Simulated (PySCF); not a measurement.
## Bond curve of RbH

Set-up: PySCF, spin-free X2C with a Gaussian nucleus, basis sets Rb x2c-TZVPall, H x2c-TZVPall. Energies in eV from Rb + H in their ground configurations at the same level. State: ¹Σ⁺ (singlet), closed shell.

All columns are PBE0. A positive dipole means Rb(−)H(+).

```tsv
R (Å)	E (eV)	μ (D)	Mulliken charge on Rb (basis-dependent)	HOMO (eV)	LUMO (eV)	Mayer bond order	⟨S²⟩
2.028	-1.423	-6.62	0.41	-4.25	-0.90	0.82	0.00
2.122	-1.552	-7.01	0.40	-4.24	-0.96	0.83	0.00
2.216	-1.626	-7.39	0.40	-4.21	-1.01	0.83	0.00
2.287	-1.654	-7.66	0.39	-4.19	-1.06	0.84	0.00
2.358	-1.662	-7.92	0.38	-4.17	-1.10	0.84	0.00
2.429	-1.654	-8.18	0.38	-4.14	-1.14	0.85	0.00
2.523	-1.623	-8.51	0.37	-4.09	-1.20	0.85	0.00
2.641	-1.561	-8.91	0.37	-4.04	-1.26	0.86	0.00
2.782	-1.463	-9.36	0.37	-3.97	-1.35	0.86	0.00
2.971	-1.308	-9.94	0.37	-3.88	-1.45	0.86	0.00
```

A fit through these points gives, at Re = 2.356 Å, μ = -7.92 D and dμ/dR = -3.66 D/Å; the reduced mass is 0.996 u.

Problem. How strong is the fundamental in the double-harmonic approximation, I = 42.26·(dμ/dR)²/μred km/mol?

Solution. I = 42.26·(-3.66)²/0.996 = 568 km/mol at PBE0.
